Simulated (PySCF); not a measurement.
[Cr(H2O)6]3+ holds Cr(III), d3, at total charge +3. The structure is a model geometry with rigid ligands and bond lengths from ionic radii and bond length changed to 1.02 of its base value, not a minimum; coordination octahedral, point group Th, metal–donor distances 2.01 Å.

```
19

Cr    0.0000    0.0000    0.0000
O     0.0000    0.0000    2.0145
H     0.7750    0.0000    2.5895
H    -0.7750    0.0000    2.5895
O     0.0000    0.0000   -2.0145
H     0.7750    0.0000   -2.5895
H    -0.7750    0.0000   -2.5895
O     2.0145    0.0000    0.0000
H     2.5895    0.7750    0.0000
H     2.5895   -0.7750    0.0000
O    -2.0145    0.0000    0.0000
H    -2.5895    0.7750    0.0000
H    -2.5895   -0.7750    0.0000
O     0.0000    2.0145    0.0000
H     0.0000    2.5895    0.7750
H     0.0000    2.5895   -0.7750
O     0.0000   -2.0145    0.0000
H     0.0000   -2.5895    0.7750
H     0.0000   -2.5895   -0.7750
```

Method (PySCF 2.14, density fitting): CASSCF(3,5) with orbitals averaged over all microstates of the shell, strongly contracted NEVPT2 on the averaged canonical orbitals; basis x2c-TZVPall on the metal, x2c-SVPall elsewhere; spin-free X2C; gas phase; spin-orbit coupling by state interaction with the mean-field operator over all roots.

**Question.** What is the ground state?

**Answer.** 4Ag (S = 3/2, orbital degeneracy 1), with 3.0 electrons in the lower (t2g-type) set and 0.0 in the upper (eg-type) set, by NEVPT2.

**Question.** Where do the spin-allowed transitions within the shell lie?

**Answer.** By NEVPT2: 4Tg at 15853 cm⁻¹ (631 nm); 4Tg at 23987 cm⁻¹ (417 nm); 4Tg at 36148 cm⁻¹ (277 nm). All are electric-dipole forbidden at this geometry.

**Question.** Which is the lowest state of another spin?

**Answer.** 2Eg at 17528 cm⁻¹ by NEVPT2; CASSCF alone puts it at 19264 cm⁻¹ above the same ground state.

**Question.** What ligand-field parameters describe the result?

**Answer.** At CASSCF level (the NEVPT2 levels don't fit a ligand-field model well): orbital energies 0, 0, 0, 13647, 13647 cm⁻¹; 10Dq = 13647 cm⁻¹; B = 1057 cm⁻¹; C = 3966 cm⁻¹; B over its free-ion value at the same level 0.915; rms of the fit 79 cm⁻¹; ζ = 262 cm⁻¹ (free ion 278).

**Question.** What magnetic behaviour follows?

**Answer.** The ground multiplet follows a spin Hamiltonian with S = 3/2, g = 1.963, 1.963, 1.963, D = 0 (spin-orbit part alone); the lowest levels hold 100 % of the spin-free ground state. μeff is 3.83 μB at 300 K and 3.80 μB at 10 K; the spin-only value is 3.88 μB.

NEVPT2 lifts 4Tg from 13723 to 15853 cm⁻¹; on the d shell alone it tends to overshoot states that fill the eg-type orbitals. NEVPT2 on the d shell alone tends to put d–d bands too high for such charged or covalently bound ions.

The job took 19 s on one thread of Intel Xeon Platinum 8488C (shared host), with 192 basis functions, launched as `OMP_NUM_THREADS=1 python lf_run.py task.json out`.
